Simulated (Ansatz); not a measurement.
Born–Oppenheimer molecular dynamics of CH$_{5}$BFN (9 atoms, charge 0, multiplicity 1). It starts from a relaxed structure.

The calculation used RKS LDA/def2-SVP (Ansatz 0.2.0).

| Property | Result |
| --- | --- |
| ensemble | NVE (velocity Verlet) |
| time step | 0.25 fs |
| steps asked | 300 |
| starting velocities drawn for | 300 K |
| seed | 430592 |

First frame:

```xyz
9
Properties=species:S:1:pos:R:3
B -0.039 -0.162 -0.111
F -0.051 -0.603 1.157
C 1.336 0.070 -0.813
H 1.911 -0.882 -0.843
H 1.261 0.461 -1.848
H 1.953 0.778 -0.217
N -1.278 0.057 -0.716
H -2.158 -0.110 -0.224
H -1.376 0.391 -1.675
```

**Question.** How far do the bonds stretch over the last three quarters of this one trajectory? (Pairs bonded in most of those frames.)

**Answer.** 
```
 bond  mean (Å)  spread (Å)  shortest  longest
B1–F2     1.345       0.011      1.33     1.37
B1–C3     1.562       0.007      1.55     1.57
B1–N7     1.401       0.018      1.37     1.42
C3–H4     1.117       0.041      1.05     1.18
C3–H5     1.111       0.016      1.09     1.14
C3–H6     1.115       0.017      1.08     1.15
N7–H8     1.024       0.008      1.01     1.04
N7–H9     1.021       0.008      1.01     1.03
```

Mean temperature of the second half: 152 K. The conserved energy stayed within 0.051 meV per atom of its start (net change 0.033 meV per atom), so the integration is sound. The temperature averaged 0.51 of the 300 K drawn at the start: a run that starts near a minimum puts about half its kinetic energy into the potential. A run of 0.075 ps of so small a system gives no equilibrium averages.

Time of the run: 6.5 min on 1 thread of Arm Neoverse V1, with other jobs on the host, peak memory 0.099 GiB.
